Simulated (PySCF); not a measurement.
This PySCF input asks for the NMR shieldings of `InChI=1S/C2H13O2PSi3/c1-3-8(4-2)5(6)7/h8H,1-2,6-7H3`; the geometry comes from GFN2-xTB.

```python
import basis_set_exchange as bse
import numpy as np
from pyscf import gto, dft
from pyscf.prop import nmr

atoms = """
C     0.331919    2.935356    0.133356
O     0.997627    1.720125   -0.053521
Si    0.638106    0.322340    0.690009
O     1.301260   -0.871523   -0.171704
C     2.658694   -0.981420   -0.503487
P    -1.552991    0.013544    0.719343
Si   -1.989546   -0.078169   -1.461476
Si   -1.638239   -2.132290    1.290612
H    -0.721486    2.763943    0.372927
H     0.408251    3.510719   -0.790101
H     0.793832    3.493620    0.950719
H     1.152473    0.348768    2.063896
H     2.763738   -1.816203   -1.196286
H     3.016152   -0.064548   -0.972385
H     3.250199   -1.174741    0.393185
H    -3.401301   -0.450688   -1.573530
H    -1.783170    1.267841   -2.002480
H    -1.173461   -1.039025   -2.207311
H    -1.160228   -2.218651    2.671081
H    -3.051237   -2.506025    1.206844
H    -0.849512   -3.026030    0.439837
"""
names = dict.fromkeys(["C", "O", "Si", "P", "H"], "pcSseg-1")
basis = {el: gto.basis.parse(bse.get_basis(n, elements=[el], fmt="nwchem")) for el, n in names.items()}
mol = gto.M(atom=atoms, basis=basis, charge=0, verbose=0)
mf = dft.RKS(mol, xc="PBE0")
mf.grids.level = 2
mf.grids.alignment = dft.numint.BLKSIZE   # the property module wants whole blocks of grid points
mf.conv_tol = 1e-9
mf.kernel()

calc = nmr.RKS(mf)   # GIAO
C = mf.mo_coeff
Co = C[:, mf.mo_occ > 0]
resp = mf.gen_response(singlet=True, hermi=2)
def vind(x):   # induced exchange potential for any number of trial vectors
    d = np.einsum("pi,xij,qj->xpq", C, 2 * x.reshape(-1, C.shape[1], Co.shape[1]), Co, optimize=True)
    return np.einsum("xpq,pi,qj->xij", resp(d - d.transpose(0, 2, 1)), C, Co, optimize=True).ravel()
mo1, _ = nmr.rhf.solve_mo1(calc, with_cphf=vind)
sigma = calc.kernel(mo1)
for i, s in enumerate(sigma):   # ppm
    w = np.linalg.eigvalsh((s + s.T) / 2)
    print("%2d %-2s iso %8.1f  s11 %8.1f  s22 %8.1f  s33 %8.1f" % (i, mol.atom_pure_symbol(i), w.mean(), *w))
```

Q: What are the results?

A: 
```
 0 C  iso    134.2  s11    107.8  s22    111.4  s33    183.4
 1 O  iso    312.9  s11    258.9  s22    331.5  s33    348.3
 2 Si iso    362.2  s11    310.1  s22    383.9  s33    392.4
 3 O  iso    296.1  s11    225.9  s22    314.5  s33    347.9
 4 C  iso    133.7  s11    105.4  s22    109.5  s33    186.2
 5 P  iso    670.3  s11    616.4  s22    655.4  s33    739.2
 6 Si iso    433.3  s11    396.7  s22    434.4  s33    468.9
 7 Si iso    431.4  s11    384.1  s22    441.1  s33    468.9
 8 H  iso     27.8  s11     22.5  s22     28.4  s33     32.6
 9 H  iso     27.8  s11     23.9  s22     24.8  s33     34.7
10 H  iso     27.9  s11     23.4  s22     25.3  s33     35.1
11 H  iso     26.4  s11     22.8  s22     24.1  s33     32.2
12 H  iso     27.8  s11     23.2  s22     25.6  s33     34.8
13 H  iso     27.8  s11     22.4  s22     26.3  s33     34.6
14 H  iso     28.1  s11     23.7  s22     25.3  s33     35.3
15 H  iso     27.7  s11     23.7  s22     25.1  s33     34.3
16 H  iso     27.5  s11     23.2  s22     26.2  s33     33.2
17 H  iso     27.5  s11     23.3  s22     26.3  s33     32.9
18 H  iso     27.6  s11     23.9  s22     25.1  s33     34.0
19 H  iso     27.6  s11     23.6  s22     25.1  s33     34.2
20 H  iso     27.6  s11     23.2  s22     26.7  s33     32.9
```

These numbers come from an equivalent density-fitted implementation of the same equations, which agrees with the script to about 0.01 ppm for H and up to a few tenths of a ppm for heavy atoms, so last digits may differ.

Q: Turn these shieldings into chemical shifts. Scale: TMS for ¹³C (σref 186.93) and ²⁹Si (σref 349.16) and ¹H (σref 31.72); ¹⁷O (σref 336.08) vs H2O; H3PO4 for ³¹P (σref 318.38) (reference shieldings calculated alike).

A: Averaging equivalent atoms: C 0/4: 53.0; O 1/3: 31.6; Si 2: -13.0; Si 6/7: -83.2; P 5: -352.0; H 11: 5.34; H 15/16/17/18/19/20: 4.12; H 8/9/10/12/13/14: 3.84 ppm. Experimental scales use liquid or dissolved standards, which lie at an offset from isolated H2O (liquid H2O: subtract about 36 ppm) and H3PO4.

Size and cost of the density-fitted run: 229 basis functions, 46 s wall time on 1 thread of an Arm Neoverse V2, shared host; peak memory 1.1 GiB.
